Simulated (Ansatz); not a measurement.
Computed with Ansatz on PBE0-D4/def2-TZVP structures; ΔE is electronic, products minus reactants. CCSD(T)/CBS adds triple-zeta CCSD(T) − MP2 to the extrapolated MP2 energy (def2 sets, frozen cores). This one scheme is used for every species. DFT in def2-TZVPP. B3LYP here is the variant with VWN-RPA as its local correlation; programs differ in this. HSE06 is defined as in plane-wave codes. Each species was taken in one conformer, which may not be the lowest.

`O[B-]1(O)OC(C(F)(F)F)=CC(C(F)(F)F)=[O+]1` + H–F → `O[B-]1(F)OC(C(F)(F)F)=CC(C(F)(F)F)=[O+]1` + H₂O  (ligand exchange at a B–O bond)

```
             level  ΔE (kJ/mol)  difference from CCSD(T)/CBS
       LDA (SPW92)        -37.1                          1.3
         revPBE-D4        -35.9                          2.5
           BLYP-D4        -40.1                         -1.7
         r2SCAN-D4        -42.3                         -3.9
        r2SCAN0-D4        -42.1                         -3.7
          HSE06-D4        -39.6                         -1.2
           ωB97M-V        -40.7                         -2.3
            B2PLYP        -42.0                         -3.6
          PBE-QIDH        -39.5                         -1.1
              BLYP        -45.0                         -6.6
             B3LYP        -45.1                         -6.7
      MP2/def2-SVP        -37.6                          0.8
  CCSD(T)/def2-SVP        -39.6                         -1.2
SCS-MP2/def2-TZVPP        -38.8                         -0.4
     HF/def2-QZVPP        -51.5                        -13.1
    MP2/def2-QZVPP        -35.6                          2.8
       CCSD(T)/CBS        -38.4                            0
```

Largest T1 diagnostic among the species: 0.015.

The D4 term adds +3.7 kJ/mol with B3LYP and +2.1 kJ/mol with PBE0; it sums over pairs of atoms, weighted by their polarisabilities, and B3LYP, whose exchange is more repulsive, gets the larger term. Leaving LDA and LC-ωPBE aside and taking each functional with its dispersion term where it has one, the values, not all of them listed here, spread over 8.9 kJ/mol, from B97M-V to revPBE-D4. LDA lies +3.7 kJ/mol from PBE without D4. In def2-TZVPP, CCSD(T) changes the Hartree–Fock value by +12.4 kJ/mol (the triples alone add +2.2 kJ/mol) and MP2 by +15.4 kJ/mol.
